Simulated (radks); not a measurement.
The numbers below are computed, except where a source is named.
Numerical settings for the europium ion Eu44+, [Ar] 3d1. Code: a radial shooting solver on a logarithmic mesh with Libxc functionals. Model: scalar-relativistic Kohn-Sham, PBEsol, spin-polarised, spherical densities, point nucleus; open shells are filled with parallel spins first (spin-orbit coupling, left out, can overturn this in heavy ions). The defaults (mesh step 0.008 in ln r, mesh end at 40 bohr or more with all orbitals vanishing there, Anderson mixing 0.5 over 9 steps, residual threshold near 1e-9 with the energy settled to 1e-9 hartree or 1e-11 of itself, here a cap of 76 iterations) give E = -9159.0997 hartree and 3d at -3436.5 eV in 13 iterations. Times are rough (one thread of a shared host). Changes against that run (0 stands for a change within the tolerance of the run):

setting,iterations,converged,E (mhartree),e(3d) (meV),CPU (s)
mesh step in ln r 0.003,13,yes,0,0,0.32
mesh step in ln r 0.2,7,no,diverged,-,0.02
mesh step in ln r 0.02,13,yes,+0.000289,0,0.06
mesh end (bohr) 5,13,yes,0,0,0.12
mesh end (bohr) 1,13,yes,+0.0288,+0.311,0.11
residual threshold 1e-05,9,yes,0,-0.193,0.1
residual threshold 0.1,9,yes,0,-0.193,0.1
mixing 0.05,16,yes,0,0,0.14
"linear mixing, mixing 0.05",76,no,-44.1,-1.7e+04,0.73
"linear mixing, mixing 0.8",15,yes,0,0,0.13
mixing history 20,19,yes,0,0,0.16
iteration cap 2,2,no,+1.24e+04,-7.48e+05,0.03

No run marked as converged misses the energy by more than 1 mhartree. A mesh that ends early acts as a hard wall.
